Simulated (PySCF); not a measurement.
**Structure from NMR data**

Molecular formula: C$_{5}$H$_{13}$NSi$_{2}$. Simulated spectra:

¹H NMR (600 MHz, computed): δ 5.39 (m, 2H), 4.61 (br s, 1H), 4.55 (m, 2H), 4.15 (br s, 1H), 3.40 (sept, 1H), 1.24 (d, 6H).

¹³C{¹H} NMR (computed): δ 156.9 (C), 92.9 (CH2), 47.8 (CH), 21.9 (CH3).

[PySCF 2.14: GIAO PBE0/pcSseg-1 shieldings; coordinates at the GFN2-xTB level; a single conformation; rapidly exchanging positions averaged; non-relativistic; gas phase]

Scale: TMS for ¹H, ¹³C (reference shieldings calculated alike).

Question: Choose the structure that fits.
A. C=C1[SiH2][SiH2]N1C(C)C
B. C/C=C1\C[C@@H]1N([SiH3])[SiH3]
C. C=C/C=C\CN([SiH3])[SiH3]

Answer: A. 

The formula gives 2 degrees of unsaturation (1 ring in the answer). 4 carbon signals for 5 carbons: some carbons are equivalent by symmetry or fast rotation. Carbon types of the structure: 1 × C, 1 × CH, 1 × CH2, 2 × CH3, leaving 4 H on heteroatoms. δC 156.9: alkene carbon bearing nitrogen; an sp2 carbon further deshielded by the attached heteroatom. δC 92.9: β carbon of an enol-ether or enamine type C=C; the O or N lone pair pushes π density onto this β carbon and shields it. δC 47.8: sp3 CH bonded to N; pulled downfield by the heteroatom. δC 21.9: methyl carbon; aliphatic region, no heteroatom directly attached. δH 4.61, 4.15: hydrogen on a β carbon of an enol-ether or enamine type C=C; lone-pair donation from O or N shields it, upfield of ordinary alkene protons.

The others: C=C/C=C\CN([SiH3])[SiH3] would give 5 carbon signals, not 4; C/C=C1\C[C@@H]1N([SiH3])[SiH3] would give 5 carbon signals, not 4.

Shifts are as computed. Against solution values, carbons near 30 ppm lie about +3 ppm off and those near 130 ppm about +5 ppm. Of 1211 compounds with measured shifts, 218 miss one by over three times the rms of a fit or turn the order of signals round; such compounds aren't used in these exercises. Multiplicities follow the n + 1 count of equivalent neighbours, as no J values were calculated; m marks all less simple cases, F and P coupling included.
